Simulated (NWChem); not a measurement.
System: AlHBrCl; SMILES [Cl][AlH][Br]

Input file for NWChem:

```
start job
memory heap 200 mb stack 900 mb global 1100 mb
geometry units angstroms noautosym nocenter noautoz
  Al    -0.767202    -0.619361     0.000000
  H     -2.329942    -0.743788     0.000000
  Cl     0.435725    -2.333515     0.000000
  Br     0.235054     1.387504     0.000000
end
basis spherical
  Al library pcsseg-2
  H library pcsseg-2
  Cl library pcsseg-2
  Br library pcsseg-2
end
dft
  xc pbe0
  iterations 150
end
property
  shielding
  efieldgrad
end
task dft property
```

All runs use the structure optimised with PBE0/def2-SVP.

GIAO values for the isolated, static molecule; σ is the absolute isotropic shielding, δ = σ(reference) − σ with the isolated reference molecule computed at the same levels (1H: tetramethylsilane). Spin-orbit effects, on the heavy nuclei and on their neighbours, are missing.

Atoms are numbered as in the input.

What results follow from this input? (PBE0/pcSseg-2, GIAO.) Quantities: σ Al1 (ppm); δ H2 (ppm); σ Cl3 (ppm); σ Br4 (ppm).


| Property | Value |
|---|---|
| σ Al1 (ppm) | 364.5 |
| δ H2 (ppm) | 5.27 |
| σ Cl3 (ppm) | 861.8 |
| σ Br4 (ppm) | 2526.6 |
